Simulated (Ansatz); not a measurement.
Total energies of C$_{3}$H$_{5}$F$_{3}$O, SMILES `FCOCC(F)F`.

```xyz
12

F     1.891    0.973   -1.441
C     0.823    1.356   -0.653
O    -0.258    0.543   -0.882
C    -0.162   -0.751   -0.338
C    -0.883   -0.866    0.984
F    -0.349   -0.011    1.897
F    -2.189   -0.542    0.849
H     0.531    2.365   -0.948
H     1.168    1.318    0.385
H     0.880   -1.060   -0.204
H    -0.632   -1.444   -1.040
H    -0.820   -1.881    1.393
```

Charge 0, multiplicity 1. All single points use the PBE0-D4/def2-TZVP geometry. It is one conformer, not always the lowest. Basis def2-TZVPP, Ansatz 0.2.0.

RPA on PBE orbitals: Hartree–Fock energy of these orbitals -489.80670 Eh, correlation -2.28266 Eh (frozen core).

```tsv
functional	energy without D4 (Eh)	D4 term (kJ/mol)
B3LYP	-492.28237	-31.5
ωB97X-V	-492.12403	–
```

**Question.** Give the same for LDA (SPW92), PBE, revPBE, BLYP, r2SCAN, B97M-V, PBE0, r2SCANh, r2SCAN0, HSE06 (plane-wave form), BHLYP, CAM-B3LYP, LC-ωPBE, ωB97M-V, B2PLYP, PBE-QIDH. (Best estimate.)

**Answer.** The calculation gave: 
```csv
functional,energy without D4 (Eh),D4 term (kJ/mol)
LDA (SPW92),-488.76636,–
PBE,-491.76407,-19.9
revPBE,-492.11250,-71.4
BLYP,-492.18786,-44.8
r2SCAN,-492.05041,-5.2
B97M-V,-492.14699,–
PBE0,-491.77524,-16.6
r2SCANh,-492.02417,-5.4
r2SCAN0,-491.98667,-5.9
HSE06 (plane-wave form),-491.75346,-15.3
BHLYP,-492.06035,-21.1
CAM-B3LYP,-492.13058,-16.5
LC-ωPBE,-492.00421,–
ωB97M-V,-492.13384,–
B2PLYP,-491.96656,–
PBE-QIDH,-491.71228,–
```

B3LYP takes the VWN-RPA correlation (the form of Gaussian; ORCA's B3LYP/G). HSE06 is the plane-wave form, built on full-range PBE exchange. The double hybrids freeze the cores in their second-order part.

LC-ωPBE has ω = 0.4 bohr⁻¹.
